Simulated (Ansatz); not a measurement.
`BrC[SiH2]Br` and `N=C[SiH2]CBr` differ in one atom or group.

Ansatz, PBE0-D4/def2-TZVP geometries, multiplicity 1. Each molecule was computed in one conformer, which needn't be the lowest.

Scalar relativity is left out up to krypton.

| property | `BrC[SiH2]Br` |
| --- | --- |
| size of the dipole moment (PBE/def2-TZVPP) / D | 0.60 |
| HOMO–LUMO gap (B3LYP/def2-TZVPP) / eV | 6.89 |
| HOMO energy (B3LYP/def2-TZVPP) / eV | -7.83 |
| LUMO energy (PBE/def2-TZVPP) / eV | -1.69 |
| size of the dipole moment (B3LYP/def2-TZVPP) / D | 0.55 |
| HOMO energy (PBE/def2-TZVPP) / eV | -6.83 |

(1) Give the same properties after the change, and the shifts. (Best estimate.)

Results:

(1) Ansatz gave: 
```csv
property,`N=C[SiH2]CBr`,shift
size of the dipole moment (PBE/def2-TZVPP) / D,1.96,1.36
HOMO–LUMO gap (B3LYP/def2-TZVPP) / eV,5.94,-0.95
HOMO energy (B3LYP/def2-TZVPP) / eV,-7.30,0.53
LUMO energy (PBE/def2-TZVPP) / eV,-2.21,-0.52
size of the dipole moment (B3LYP/def2-TZVPP) / D,2.09,1.54
HOMO energy (PBE/def2-TZVPP) / eV,-6.09,0.74
```

With PBE0 the HOMO rises by 0.56 eV and the LUMO falls by 0.41 eV, so the gap narrows by about 0.97 eV. PBE moves the HOMO by 0.74 eV and ωB97M-V by 0.46 eV. Dipoles are sizes alone; their direction can turn.

B3LYP here is the variant with VWN-RPA as its local correlation; programs differ in this.

Spin–orbit coupling is left out; it splits and shifts lone-pair levels of the heavy atoms by tenths of an eV.
